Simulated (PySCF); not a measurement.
**How methods differ on the ionisation energy of Os**

Os [Xe] 4f14 5d6 6s2 (5D) → Os⁺ [Xe] 4f14 5d6 6s1 (6D), as a difference of total energies. Calculation: PySCF 2.14, in x2c-TZVPPall with one added diffuse shell each of s, p, d, f type (12s8p8d4f1g, 113 functions); scalar relativity by spin-free X2C-1e. Correlated levels: valence: [Xe] 4f14 frozen. The calculations carry no spin-orbit coupling.

Task: Order these methods by the ionisation energy they give, lowest first.
A. UHF
B. CCSD(T) (valence)
C. CCSD (valence)
D. MP2 (valence)

Result: A (6.549 eV), D (8.043 eV), C (8.064 eV), B (8.190 eV).

A first-order spin-orbit estimate (lowest level to lowest level, LS coupling) adds -0.006 eV.

Errors of the correlated levels include the incompleteness of this basis and the frozen core.

For comparison: 8.438 eV (measured; NIST Atomic Spectra Database, ionization energies).
